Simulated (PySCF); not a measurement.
NbCl₅, SMILES [Cl][Nb]([Cl])([Cl])([Cl])[Cl], multiplicity 1.

The structure is a stationary point at PBE-D3(BJ)/def2-SVP. The multiplicity is an assumed one; other spin states were not compared. The isomer is the one that the SMILES or the coordinates give; other isomers of the formula were not compared. The def2 effective core potentials stand for the cores of Nb; spin–orbit coupling is left out.

All values below come from B3LYP/def2-TZVP in PySCF.

Symmetry labels are those of the subgroup C2v that the program uses (full group D3h).

Computed valence orbital energies around the gap with their symmetry:
```json
[
 {"orbital": "HOMO−7", "symmetry": "A1", "energy (eV)": "-10.48"},
 {"orbital": "HOMO−6", "symmetry": "B1", "energy (eV)": "-10.48"},
 {"orbital": "HOMO−5", "symmetry": "B1", "energy (eV)": "-9.84"},
 {"orbital": "HOMO−4", "symmetry": "B2", "energy (eV)": "-9.32"},
 {"orbital": "HOMO−3", "symmetry": "B1", "energy (eV)": "-9.32"},
 {"orbital": "HOMO−2", "symmetry": "A1", "energy (eV)": "-9.32"},
 {"orbital": "HOMO−1", "symmetry": "A2", "energy (eV)": "-8.92"},
 {"orbital": "HOMO", "symmetry": "B2", "energy (eV)": "-8.92"},
 {"orbital": "LUMO", "symmetry": "B2", "energy (eV)": "-4.61"},
 {"orbital": "LUMO+1", "symmetry": "A2", "energy (eV)": "-4.61"},
 {"orbital": "LUMO+2", "symmetry": "B1", "energy (eV)": "-3.77"},
 {"orbital": "LUMO+3", "symmetry": "A1", "energy (eV)": "-3.77"}
]
```
